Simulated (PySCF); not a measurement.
# `N#CC1=CSC[C@@H]1F`: 4 charge schemes on one density

C5H4FNS.
Atom-mapped SMILES: `[N:1]#[C:2][C:3]1=[CH:4][S:5][CH2:6][C@@H:7]1[F:8]` (hydrogens: H9 on C4; H10, H11 on C6; H12 on C7)

Cartesian coordinates in Å at the GFN2-xTB level; atoms count from 1:
```xyz
12
C5H4FNS angstrom
N      3.2750   -0.3434    0.5148
C      2.1687   -0.0752    0.3697
C      0.8152    0.2286    0.1688
C      0.2920    1.4658    0.2197
S     -1.3958    1.5813   -0.0916
C     -1.5152   -0.2124   -0.4563
C     -0.1925   -0.8701   -0.0651
F     -0.3670   -1.5955    1.1016
H      0.8355    2.3701    0.4235
H     -2.3372   -0.6326    0.1206
H     -1.7216   -0.3172   -1.5199
H      0.1442   -1.6000   -0.8117
```

Density: PBE0/pcSseg-1 (PySCF); schemes: Mulliken, IAO, Hirshfeld and ESP-fitted. The structure is a single GFN2-xTB conformer in the gas phase; no vibrational or solvent corrections.

Problem. At which atom do the 4 schemes differ most?

Solution. At C6: from -0.365 (IAO) to -0.068 e (Hirshfeld), 0.297 e apart.

Problem. Do the Mulliken, IAO, Hirshfeld and ESP-fitted schemes agree on where the charge is highest?

Solution. The schemes don't all agree: Mulliken C7 (+0.288); IAO S5 (+0.223); Hirshfeld H9 (+0.078); ESP-fitted C2 (+0.344).

Problem. For which atoms does the sign change between the 4 schemes (beyond +0.03 e in one, beyond −0.03 e in another)?

Solution. For none.

Problem. What partial charge does each atom carry?

Solution. In e:

```
atom                      environment  Mulliken     IAO  Hirshfeld  ESP-fitted
  N1                 nitrile nitrogen    -0.241  -0.239     -0.220      -0.445
  C2                   nitrile carbon    +0.168  +0.137     +0.066      +0.344
  C3  fully substituted alkene carbon    -0.285  -0.114     -0.029      -0.032
  C4                 alkene CH carbon    -0.088  -0.218     -0.027      -0.277
  S5                   sulfide sulfur    +0.154  +0.223     +0.074      -0.026
  C6       sp3 carbon bound to sulfur    -0.313  -0.365     -0.068      -0.150
  C7                   sp3 C–F carbon    +0.288  +0.181     +0.071      +0.160
  F8                   alkyl fluorine    -0.320  -0.322     -0.117      -0.218
  H9                 vinylic hydrogen    +0.140  +0.196     +0.078      +0.272
 H10               methylene hydrogen    +0.187  +0.188     +0.059      +0.158
 H11               methylene hydrogen    +0.183  +0.174     +0.057      +0.118
 H12                 methine hydrogen    +0.128  +0.161     +0.055      +0.097
```

Mean size of the charges over all atoms: IAO 0.210 e, Mulliken 0.208 e, ESP-fitted 0.191 e, Hirshfeld 0.077 e. Each set sums to the total charge, 0, to within 0.001 e. The Hirshfeld scheme weights the molecular density at each point by an atom's share of the summed free-atom densities. The IAO scheme projects the occupied orbitals on a minimal set of polarised atomic orbitals and counts the electrons in each atom's part of it.

Problem. How closely do the schemes follow one another over all atoms?

Solution. Correlation coefficient and root-mean-square difference: Mulliken with IAO 0.94, 0.077 e; Hirshfeld with ESP-fitted 0.88, 0.152 e; IAO with Hirshfeld 0.86, 0.150 e; Mulliken with Hirshfeld 0.85, 0.152 e; IAO with ESP-fitted 0.81, 0.138 e; Mulliken with ESP-fitted 0.77, 0.153 e.

Problem. Sum the charges by element, for elements with more than one atom.

Solution. 
| element | atoms | Mulliken | IAO | Hirshfeld | ESP-fitted |
| --- | --- | --- | --- | --- | --- |
| C | 5 | -0.230 | -0.380 | +0.014 | +0.044 |
| H | 4 | +0.637 | +0.718 | +0.249 | +0.645 |
